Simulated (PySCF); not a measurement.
Si(H)(Me)(OH)2 (CH6O2Si), SMILES C[SiH](O)O. Atoms are numbered in the order given.

```xyz
10

Si    -0.0766     0.3322     0.0000
C      1.7105    -0.1455     0.0000
O     -0.7442    -0.3040    -1.3864
O     -0.7442    -0.3040     1.3864
H     -0.3055     1.8141     0.0000
H      1.8012    -1.2427     0.0000
H      2.2212     0.2414     0.8942
H      2.2212     0.2414    -0.8942
H     -1.6108     0.0156    -1.6494
H     -1.6108     0.0156     1.6494
```

Geometry: PBE0-D3(BJ)/def2-SVP. One conformer was computed; it need not be the lowest.

All values below come from TDA-LC-ωPBE/def2-SVPD in PySCF.

Vertical excitations. The molecule is in vacuum. State labels are in the subgroup Cs.

```json
[
 {"state": "S1", "symmetry": "A'", "energy (eV)": "8.17", "λ (nm)": "152", "f": "0.036", "main pairs": "HOMO→LUMO 69 %"},
 {"state": "S2", "symmetry": "A\"", "energy (eV)": "8.28", "λ (nm)": "150", "f": "0.018", "main pairs": "HOMO−1→LUMO 70 %"},
 {"state": "S3", "symmetry": "A'", "energy (eV)": "8.93", "λ (nm)": "139", "f": "0.027", "main pairs": "HOMO−1→LUMO+2 46 %, HOMO−2→LUMO 20 %, HOMO−4→LUMO 9 %"},
 {"state": "S4", "symmetry": "A\"", "energy (eV)": "8.99", "λ (nm)": "138", "f": "0.078", "main pairs": "HOMO→LUMO+2 54 %, HOMO−3→LUMO 20 %, HOMO−1→LUMO 9 %"},
 {"state": "S5", "symmetry": "A'", "energy (eV)": "9.38", "λ (nm)": "132", "f": "0.103", "main pairs": "HOMO→LUMO+1 63 %, HOMO→LUMO 14 %"},
 {"state": "S6", "symmetry": "A\"", "energy (eV)": "9.64", "λ (nm)": "129", "f": "0.000", "main pairs": "HOMO−3→LUMO 44 %, HOMO→LUMO+5 21 %, HOMO→LUMO+2 9 %"},
 {"state": "S7", "symmetry": "A'", "energy (eV)": "9.82", "λ (nm)": "126", "f": "0.145", "main pairs": "HOMO−2→LUMO 31 %, HOMO−1→LUMO+2 19 %, HOMO−3→LUMO+2 10 %, HOMO−2→LUMO+1 7 %"},
 {"state": "S8", "symmetry": "A'", "energy (eV)": "10.02", "λ (nm)": "124", "f": "0.249", "main pairs": "HOMO→LUMO+3 51 %, HOMO−2→LUMO+1 19 %, HOMO−2→LUMO 11 %"},
 {"state": "S9", "symmetry": "A\"", "energy (eV)": "10.14", "λ (nm)": "122", "f": "0.006", "main pairs": "HOMO−1→LUMO+1 56 %, HOMO−1→LUMO+4 12 %, HOMO−2→LUMO+2 11 %"},
 {"state": "S10", "symmetry": "A'", "energy (eV)": "10.21", "λ (nm)": "121", "f": "0.109", "main pairs": "HOMO−2→LUMO+1 34 %, HOMO−3→LUMO+2 16 %, HOMO→LUMO+3 15 %, HOMO→LUMO+4 6 %"},
 {"state": "T1", "symmetry": "A'", "energy (eV)": "7.69", "λ (nm)": "161", "f": "0", "main pairs": "HOMO→LUMO 55 %, HOMO→LUMO+1 12 %, HOMO−2→LUMO 9 %"},
 {"state": "T2", "symmetry": "A\"", "energy (eV)": "7.83", "λ (nm)": "158", "f": "0", "main pairs": "HOMO−1→LUMO 66 %"},
 {"state": "T3", "symmetry": "A\"", "energy (eV)": "8.38", "λ (nm)": "148", "f": "0", "main pairs": "HOMO→LUMO+2 50 %, HOMO−3→LUMO 13 %, HOMO→LUMO+5 10 %"},
 {"state": "T4", "symmetry": "A'", "energy (eV)": "8.40", "λ (nm)": "148", "f": "0", "main pairs": "HOMO−1→LUMO+2 40 %, HOMO−2→LUMO 17 %, HOMO−4→LUMO 8 %, HOMO→LUMO+1 7 %"}
]
```
Triplets are in the Tamm–Dancoff approximation.
